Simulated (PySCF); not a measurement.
H3F2GaGe (SMILES [F][Ga]([F])[GeH3]), singlet, at a GFN2-xTB geometry (such geometries of metal compounds can be far from the true shape). Base run: B3LYP/6-31G run with PySCF.

Input for PySCF:
```python
from pyscf import gto, scf, dft, solvent

mol = gto.Mole()
mol.atom = '''
    Ga    0.38946353   -0.43742440    0.56022894
    F     2.10025903   -0.88970022    0.46200706
    F    -0.35205624   -1.05384472    2.04683439
    Ge   -0.77362742    0.86407436   -1.11143100
    H    -1.62265813    1.90395735   -0.44023233
    H     0.22636424    1.53159067   -2.00714691
    H    -1.65482345   -0.03386708   -1.93349873
'''
mol.basis = '6-31g'
mol.verbose = 4
mol.build()

mf = dft.RKS(mol)
mf.xc = 'b3lyp'
mf.kernel()
```

Variants of this job, named by their change:

```
change                                                  ΔE vs base (kJ/mol)  dipole (D)  HOMO-LUMO gap (eV)
------------------------------------------------------  -------------------  ----------  ------------------
base                                                                   0.00        4.05                6.96
model = IEF-PCM; solvent = chloroform; vdw_scale = 1.0           (withheld)  (withheld)                7.19
model = C-PCM; solvent = chloroform                                   -33.7        4.57                7.17
model = IEF-PCM; solvent = chloroform; vdw_scale = 1.4               -17.20        4.47                7.05
model = IEF-PCM; solvent = chloroform; r_probe = 0.5                 -13.67        4.42                7.03
model = SS(V)PE; solvent = chloroform                            (withheld)  (withheld)                7.14
model = IEF-PCM; solvent = chloroform; vdw_scale = 1.1                -43.7        4.62                7.19
model = IEF-PCM; solvent = acetonitrile                               -41.8        4.71                7.19
model = IEF-PCM; solvent = toluene                                   -20.58        4.41                7.08
model = ddCOSMO; solvent = chloroform                                 -29.1        4.58                7.11
model = IEF-PCM; solvent = chloroform                                 -30.8        4.57                7.14
model = IEF-PCM; solvent = dimethylsulfoxide                     (withheld)  (withheld)                7.19
```

Some entries are withheld; supply them.


- model = IEF-PCM; solvent = chloroform; vdw_scale = 1.0, ΔE vs base (kJ/mol): -65.0
- model = IEF-PCM; solvent = chloroform; vdw_scale = 1.0, dipole (D): 4.66
- model = SS(V)PE; solvent = chloroform, ΔE vs base (kJ/mol): -30.6
- model = SS(V)PE; solvent = chloroform, dipole (D): 4.56
- model = IEF-PCM; solvent = dimethylsulfoxide, ΔE vs base (kJ/mol): -42.3
- model = IEF-PCM; solvent = dimethylsulfoxide, dipole (D): 4.72

The base is the gas phase, so ΔE is the electrostatic part of solvation at a fixed geometry, without cavity and dispersion terms.
